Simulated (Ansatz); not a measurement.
Mulliken charges of ClF4Nb (`[F][Nb]([F])([F])([F])[Cl]`) from r2SCAN/def2-TZVPP in Ansatz (PBE0-D4/def2-TZVP geometry).

```
atom   x (Å)   y (Å)   z (Å)  charge (e)
  F1  -0.857  -1.455   0.801      -0.348
 Nb2   0.028  -0.043  -0.031       1.569
  F3   1.579  -0.681   0.713      -0.318
  F4  -0.764  -0.574  -1.598      -0.318
  F5   1.083   1.107  -1.047      -0.348
 Cl6  -1.027   1.582   1.115      -0.238
```

Problem. By hand: the dipole of these point charges (1 e Å = 4.8032 D).

Solution. Σ q r = (-0.049, 0.076, 0.053) e Å, of length 0.105 e Å = 0.50 D.

Problem. How does the dipole of the full density compare? (An estimate is asked.)

Solution. Computed: (-0.077, 0.118, 0.083) e Å, 0.79 D; the point charges give 0.63 times that, at 0° from its direction.

Point charges leave out the atoms' own dipoles, such as those of lone pairs, and Mulliken's split depends on the basis, so the two needn't agree.
